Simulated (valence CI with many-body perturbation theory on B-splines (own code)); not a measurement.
# Cs¹⁶⁺: key properties

Method: valence CI with perturbative core correlation (CI+MBPT): three valence electrons over a frozen Dirac-Fock core [Kr], a basis of 9 s, 9 p, 10 d, 8 f, 5 g, 3 h, 1 i functions for each j, with the one-electron correlation potential Σ1, the two-electron term Σ2, the three-electron term Σ3, Breit, model QED; selected CI, second order for the rest (own B-spline code, finite nucleus).

No measured spectrum was set against this ion. As an estimate, terms of the open shell hold to 2 to 4 % of their energy, and close levels can change places. Only levels of the ground parity were solved; by the run's estimate the other parity begins above the list, which can be wrong where configurations are misplaced.

Names give the largest LS component (configuration and term), which can be under half, so a name can repeat, a term be missing and a line seem to break the LS rules; names also repeat where a configuration has a term twice.

Rates and lifetimes use the calculated energies. Strong lines usually hold to 10 to 20 %, long lifetimes can be off by a factor of two.

**Question.** What is the ground level?

**Answer.** 4d3 4F_3/2, composition 82 % 4d3 4F + 15 % 4d3 2D, g = 0.487.

**Question.** What is the ionisation energy?

**Answer.** 414.15 eV; NIST lists 413 ± 3 eV (theoretical).

**Question.** How well does LS coupling describe the low levels?

**Answer.** Among the lowest 19 levels the leading LS term, summed over configurations, holds 77 % on average. For single configurations the figures are 77 % in LS and 77 % in jj coupling. Terms mix most in the J = 3/2 level at 7.370 eV, where the leading one holds 46 %.
